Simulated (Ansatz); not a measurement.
`NC[SiH2]P` + `N#C[O][GaH2]` → `P[SiH2][GaH2]` + `N#COCN`  (formal exchange of groups at the Si–C bond)

Calculated with Ansatz (gas phase, PBE0-D4/def2-TZVP geometries, no zero-point term in ΔE). CBS: MP2 limit from def2 TZ/QZ plus the TZ coupled-cluster correction, frozen cores. DFT in def2-TZVPP. For Ga outer-core shells are correlated without core-valence functions, which leaves a few kJ/mol of doubt a bond. Scalar relativity is left out up to krypton. One conformer a species, not always the lowest.

```tsv
level	ΔE (kcal/mol)
r2SCAN-D4	23.3
r2SCAN	23.2
PBE0	21.7
SCS-MP2/def2-QZVPP	28.0
```

What does CCSD(T)/CBS give? (Best estimate.)

Ansatz gave: +25.6 kcal/mol. The listed levels differ from it by -2.3, -2.4, -3.9, 2.4 kcal/mol.

Largest T1 diagnostic among the species: 0.015.

The D4 term adds +0.8 kcal/mol with B3LYP and +0.4 kcal/mol with PBE0; it sums over pairs of atoms, weighted by their polarisabilities, and B3LYP, whose exchange is more repulsive, gets the larger term. From PBE to PBE0 (25 % exact exchange), in def2-TZVPP and without D4, ΔE moves by +1.5 kcal/mol.

B3LYP here is the variant with VWN-RPA as its local correlation; programs differ in this.
